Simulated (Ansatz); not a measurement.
Species: sum formula NbOCl, net charge 0, triplet state. The spin state was set by rule; other spins were not relaxed. SMILES: [O]=[Nb][Cl]
Geometry: optimised at B3LYP-D3(BJ)/def2-TZVP (Ansatz, an electronic-structure program).

Property: vertical singlet-triplet gap (E(singlet) - E(triplet); the singlet is one closed-shell determinant, which may describe it poorly; each state is the SCF solution reached for its spin; for the singlet the Hartree-Fock reference is unstable and T1 is 0.075), in kJ/mol. Correlated levels leave the core frozen unless marked. Open shells are spin-unrestricted. Spin-orbit coupling is left out. Frozen are the shells of the preceding noble gas and the d and f shells that filled before the atom's block. In def2 rows, elements after Kr have scalar-relativistic effective core potentials. Basis-set limits of correlation are two-point, X^-3; Hartree-Fock from the larger set. The bracket is a focal-point correction in the basis named.

```
level                                                          program  vertical singlet-triplet gap (kJ/mol)
-------------------------------------------------------------  -------  -------------------------------------
SVWN5/def2-TZVPD                                                Ansatz                                   68.6
r2SCAN/def2-TZVPD                                               Ansatz                                  101.4
B3LYP/def2-TZVPD                                                Ansatz                             (withheld)
BHLYP/def2-TZVPD                                                Ansatz                                   83.4
CAM-B3LYP/def2-TZVPD                                            Ansatz                                   80.9
B2PLYP/def2-TZVPD                                               Ansatz                             (withheld)
SCS-MP2/def2-SVPD                                               Ansatz                                   72.9
SCS-MP2/def2-TZVPPD                                             Ansatz                                   57.3
CCSD/def2-SVPD                                                  Ansatz                             (withheld)
CCSD/def2-TZVPPD                                                Ansatz                                   81.1
RI-MP2/CBS(def2-TZVPPD,def2-QZVPPD)+[CCSD(T)-MP2]/def2-TZVPPD   Ansatz                             (withheld)
```

**Question.** Fill in the missing entries.

**Answer.** 
- B3LYP/def2-TZVPD, vertical singlet-triplet gap (kJ/mol): 76.9
- B2PLYP/def2-TZVPD, vertical singlet-triplet gap (kJ/mol): 80.8
- CCSD/def2-SVPD, vertical singlet-triplet gap (kJ/mol): 84.0
- RI-MP2/CBS(def2-TZVPPD,def2-QZVPPD)+[CCSD(T)-MP2]/def2-TZVPPD, vertical singlet-triplet gap (kJ/mol): 65.9
